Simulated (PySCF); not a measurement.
Input of a response calculation (the driver script's job line, then coordinates in Å):

```
{"job": {"kind": "uv", "xc": "PBE0", "basis": "def2-SVPD", "nstates": 8, "ntriplets": 3}, "charge": 0, "multiplicity": 1}
O      2.492326    -0.244579    -1.258104
Si     1.451191    -0.408914    -0.021588
N      0.146566    -1.345163    -0.574738
C     -1.195199    -1.006570    -0.155529
Si    -1.125737     0.728392     0.610372
O     -2.106626     1.710359    -0.236812
N      0.554876     1.017530     0.391142
H      3.304489     0.235190    -1.134900
H      2.172113    -0.894868     1.164325
H      0.254953    -2.275162    -0.941297
H     -1.569950    -1.735870     0.572503
H     -1.870575    -1.041714    -1.015002
H     -1.496137     0.763188     2.030739
H     -2.028880     2.657605    -0.170803
H      1.012177     1.848565     0.717779
```

The program printed:

```
coarse grid: 13592 points
cycle   1  E = -880.7512331649  dE =  1.063e+00  |g| = 1.030e+00  |ddm| = 5.250e+00
cycle   2  E = -880.4471237125  dE =  3.041e-01  |g| = 1.600e+00  |ddm| = 2.559e+00
cycle   3  E = -880.9577012841  dE = -5.106e-01  |g| = 1.004e-01  |ddm| = 1.530e+00
cycle   4  E = -880.9590276065  dE = -1.326e-03  |g| = 6.557e-02  |ddm| = 1.745e-01
cycle   5  E = -880.9599438678  dE = -9.163e-04  |g| = 9.898e-03  |ddm| = 7.448e-02
cycle   6  E = -880.9599671451  dE = -2.328e-05  |g| = 2.780e-03  |ddm| = 1.932e-02
cycle   7  E = -880.9599689485  dE = -1.803e-06  |g| = 6.920e-04  |ddm| = 5.025e-03
final grid: 122440 points
cycle   8  E = -881.0742627990  dE = -2.071e-05  |g| = 9.917e-03  |ddm| = 8.201e-02
cycle   9  E = -881.0742336854  dE =  2.911e-05  |g| = 1.542e-02  |ddm| = 2.500e-02
cycle  10  E = -881.0742840929  dE = -5.041e-05  |g| = 8.407e-04  |ddm| = 1.465e-02
cycle  11  E = -881.0742842510  dE = -1.581e-07  |g| = 1.909e-04  |ddm| = 1.168e-03
cycle  12  E = -881.0742842589  dE = -7.960e-09  |g| = 6.443e-05  |ddm| = 3.695e-04
cycle  13  E = -881.0742842597  dE = -7.835e-10  |g| = 2.555e-05  |ddm| = 1.100e-04
converged SCF energy = -881.0742842597

Static polarisability (au): isotropic 79.571, principal 70.357 77.612 90.743

Singlet excitations
state   eV       nm        f      main configurations
  1   5.9654    207.8   0.01153   H->L 0.81, H->L+1 0.11
  2   6.0445    205.1   0.00758   H->L+2 0.44, H->L+1 0.37, H->L 0.16
  3   6.2403    198.7   0.01429   H->L+2 0.49, H->L+1 0.48
  4   6.5980    187.9   0.01999   H-1->L 0.92
  5   6.7838    182.8   0.01189   H->L+4 0.46, H->L+3 0.42
  6   6.9024    179.6   0.01009   H->L+3 0.51, H->L+4 0.35, H-1->L+1 0.10
  7   6.9777    177.7   0.07165   H-1->L+1 0.82, H->L+4 0.13
  8   7.1811    172.7   0.00429   H-1->L+2 0.86

Triplet excitations (Tamm-Dancoff, eV): 5.7883 5.8265 6.1188
```

The calculation used TDDFT PBE0/def2-SVPD, vertical, gas phase, core orbitals frozen in the response in PySCF. The structure is a single GFN2-xTB conformer in the gas phase; no vibrational or solvent corrections.

Problem. How much of the mean polarisability do the listed states account for?

Solution. The sum over states Σ f/ΔE² (ΔE in hartree) gives 2.50 au, 3% of the total; the rest comes from higher roots of the same response equations.

Problem. How many basis functions and electrons does this run hold?

Solution. 218 basis functions for 72 electrons in 36 doubly occupied orbitals.

Problem. What transition dipole goes with state 7?

Solution. |μ|² = 3f / (2ΔE) = 3 × 0.0717 / (2 × 0.2564) = 0.419 au, so |μ| = 1.65 D.

Problem. What share of the summed oscillator strength falls to the strongest level in this window?

Solution. State 7 at 178 nm: 0.0717 of 0.1513, or 47%.

Problem. Give the energy of state 2 in hartree, cm⁻¹ and kJ/mol.

Solution. 0.22213 hartree, 48752 cm⁻¹, 583.2 kJ/mol.

Problem. Which species is it?

Solution. `O[Si@@H]1NC[Si@H](O)N1` (CH8N2O2Si2), point group C1.

The SCF starts on a coarse grid; the energy jumps when the final grid takes over, and dE counts afresh there. H and L stand for HOMO and LUMO.

Without π bonds the low states are Rydberg-like; a valence basis with one diffuse set may place them up to an eV too high.
